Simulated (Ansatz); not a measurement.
The same path of CH₆AlISi (10 atoms, charge 0, multiplicity 1) was run twice with different band settings. The coordinate that changes most is the dihedral H7–Si1–Al2–I4.

Theory: RKS PBE/def2-SVP in Ansatz 0.2.0.

Relaxed end points:

```xyz
10
Properties=species:S:1:pos:R:3
Si -1.678 0.618 -0.725
Al 0.153 -0.915 -0.145
C 1.486 -0.304 1.195
I 2.604 0.498 -0.570
H -3.004 0.119 -0.199
H -1.463 1.995 -0.145
H -1.836 0.773 -2.218
H 0.327 -2.404 -0.706
H 1.308 0.580 1.835
H 2.186 -1.010 1.680
```

```xyz
10
Properties=species:S:1:pos:R:3
Si -1.806 0.681 0.026
Al 0.095 -0.820 0.441
C 1.926 -0.113 0.133
I 1.663 -0.886 -1.951
H -2.851 0.040 -0.854
H -2.500 1.064 1.312
H -1.375 1.964 -0.641
H -0.012 -2.311 1.013
H 2.123 0.968 0.007
H 2.821 -0.638 0.517
```

Common settings: movable images 7; climbing image yes; spring 5.0 eV/Å²; optimiser quadratic models (default); start path IDPP; force threshold 0.05 eV/Å; iteration limit 60.

| run | end points |
| --- | --- |
| 1 | relaxed |
| 2 | as typed, not relaxed |

Problem. What does each run give, and how far can it be trusted?

Solution. Run 1: converged after 5 iterations, highest image 0.021 eV above the first end. A vibrational analysis at the climbing image gives one clearly imaginary mode, 67i cm⁻¹: a first-order saddle point.
Run 2: not converged after 60 iterations, highest image 0.002 eV above the first end. The band didn't meet its force threshold, so its energies are provisional: the largest band force was still 1.18 eV/Å, and over the last iterations the top stayed at 0.00 eV. The end points aren't both relaxed to the band's threshold either. Inner images lie below an end point, which means an intermediate or an end that isn't the lowest structure nearby.
